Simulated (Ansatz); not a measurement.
Reaction (cleavage of the B–B bond): `BB(C)O` + `OBF` → `BOBF` + `CBO`

Isolated molecules relaxed with PBE0-D4/def2-TZVP in Ansatz; ΔE leaves out vibrations. CCSD(T)/CBS is the MP2 limit (def2-TZVPP, def2-QZVPP) plus CCSD(T) − MP2 in def2-TZVPP, frozen cores. This one scheme is used for every species. Functionals use def2-TZVPP. B3LYP here is the variant with VWN-RPA as its local correlation; programs differ in this. Each species was taken in one conformer, which may not be the lowest.

`BB(C)O`:

```xyz
10

B     0.792    0.828   -1.061
B    -0.123    0.286    0.241
C    -0.355   -1.263    0.411
O    -0.714    1.082    1.183
H     1.980    0.978   -0.984
H     0.318    1.019   -2.147
H     0.504   -1.873    0.118
H    -0.638   -1.515    1.437
H    -1.182   -1.565   -0.244
H    -0.583    2.022    1.046
```

`OBF`:

Cartesian coordinates in Å:
```
O -0.674 0.093 0.738
B 0.329 0.198 -0.150
F 0.486 -0.724 -1.099
H -1.225 -0.685 0.604
H 1.084 1.118 -0.093
```

`BOBF`:

Z-matrix (Å, degrees):
```
B
O 1 1.363
H 1 1.199 2 119.9
H 1 1.195 2 117.3 3 180.0
B 2 1.363 1 124.8 3 0.0
F 5 1.316 2 117.3 1 -179.9
H 5 1.195 2 122.9 1 0.1
```

`CBO`:

Z-matrix (Å, degrees):
```
C
B 1 1.559
H 1 1.096 2 110.2
H 1 1.092 2 113.4 3 122.1
H 1 1.096 2 110.2 3 -115.8
O 2 1.357 1 119.4 3 -122.1
H 2 1.207 1 121.8 3 57.8
H 6 0.960 2 113.1 1 180.0
```

```json
{"level": "BLYP-D4", "ΔE (kJ/mol)": "-141.9"}
{"level": "B3LYP-D4", "ΔE (kJ/mol)": "-146.0"}
{"level": "BHLYP-D4", "ΔE (kJ/mol)": "-153.0"}
{"level": "ωB97M-V", "ΔE (kJ/mol)": "-147.9"}
```

What does CCSD(T)/CBS give? (An estimate is asked.)

Computed: -146.2 kJ/mol. The listed levels differ from it by 4.3, 0.2, -6.8, -1.7 kJ/mol.

Largest T1 diagnostic among the species: 0.013.

Leaving LDA and LC-ωPBE aside and taking each functional with its dispersion term where it has one, the values, not all of them listed here, spread over 23.5 kJ/mol, from BHLYP-D4 to revPBE-D4. LDA lies −4.7 kJ/mol from PBE without D4. From PBE to PBE0 (25 % exact exchange), in def2-TZVPP and without D4, ΔE moves by −5.2 kJ/mol. In def2-TZVPP, CCSD(T) changes the Hartree–Fock value by +16.0 kJ/mol (the triples alone add +0.9 kJ/mol) and MP2 by +11.0 kJ/mol.
